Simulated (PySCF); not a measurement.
First SCF of a structure search on singlet Pt3, at a hand-made equilateral triangle geometry. PySCF input:

```python
from pyscf import gto, scf, dft
mol = gto.M(atom='''
Pt     0.000000     1.420300     0.000000
Pt     1.230000    -0.710100     0.000000
Pt    -1.230000    -0.710100     0.000000''',
    basis={'Pt': 'def2-TZVP'},
    ecp={'Pt': 'def2-TZVP'},
    charge=0, spin=0)
mf = dft.RKS(mol, xc='PBE0')
mf.grids.atom_grid = (50, 194)
aux = {'Pt': 'def2-universal-JKFIT'}
mf = mf.density_fit(auxbasis=aux)
mf.conv_tol = 1e-08
mf.diis_space = 10
mf.max_cycle = 60
mf.init_guess = 'huckel'
mf.verbose = 4
mf.kernel()
```

Excerpt of the output (cycles and frontier levels):

```
init E= -357.503449647182
  HOMO = -0.154873715429181  LUMO = -0.114109083363805  gap/eV = 1.10926
cycle= 1 E= -357.79992088966  delta_E= -0.296  |g|= 0.999  |ddm|= 3.19
  HOMO = -0.302736395949279  LUMO = -0.242519705898124  gap/eV = 1.63858
cycle= 2 E= -357.762306414993  delta_E= 0.0376  |g|= 1.11  |ddm|=  2.3
  HOMO = -0.218834766774143  LUMO = -0.131307726876583  gap/eV = 2.38173
cycle= 3 E= -357.976295706281  delta_E= -0.214  |g|= 0.037  |ddm|= 1.13
  HOMO = -0.222057714616885  LUMO = -0.13194250975378  gap/eV = 2.45216
cycle= 4 E= -357.976404176387  delta_E= -0.000108  |g|= 0.0389  |ddm|= 0.0765
  HOMO = -0.218597830355592  LUMO = -0.128249473603214  gap/eV = 2.45850
cycle= 5 E= -357.976674128365  delta_E= -0.00027  |g|= 0.00793  |ddm|= 0.0461
  HOMO = -0.219623294309909  LUMO = -0.129186650234298  gap/eV = 2.46091
cycle= 6 E= -357.976697879875  delta_E= -2.38e-05  |g|= 0.00178  |ddm|= 0.0198
  HOMO = -0.219686808606639  LUMO = -0.129239799775384  gap/eV = 2.46119
cycle= 7 E= -357.97669855868  delta_E= -6.79e-07  |g|= 0.00208  |ddm|= 0.00449
  HOMO = -0.219783909482607  LUMO = -0.129321943521113  gap/eV = 2.46160
cycle= 8 E= -357.976700369763  delta_E= -1.81e-06  |g|= 0.000155  |ddm|= 0.00616
  HOMO = -0.219803129388666  LUMO = -0.129352140580652  gap/eV = 2.46130
cycle= 9 E= -357.976700415701  delta_E= -4.59e-08  |g|= 3.84e-05  |ddm|= 0.00126
  HOMO = -0.219807222085336  LUMO = -0.129359318900556  gap/eV = 2.46121
cycle= 10 E= -357.97670041761  delta_E= -1.91e-09  |g|= 7.94e-06  |ddm|= 0.000276
  HOMO = -0.219808812299235  LUMO = -0.129361448885819  gap/eV = 2.46120
Extra cycle  E= -357.976700417628  delta_E= -1.74e-11  |g|= 9.32e-06  |ddm|= 2.7e-05
converged SCF energy = -357.976700417628
```

No lower solution of this spin was found from smeared starts or by a stability analysis within the restricted form, which does not test spin polarisation.

At the minimum of this search the closed-shell solution is unstable towards spin polarisation, so a lower open-shell solution exists. Spin–orbit coupling, left out here, can matter for elements this heavy.

The search for the lowest solution, 3 starts and the stability check together, took 14 s on 2 threads of a shared Arm Neoverse V1 host, with 120 basis functions.
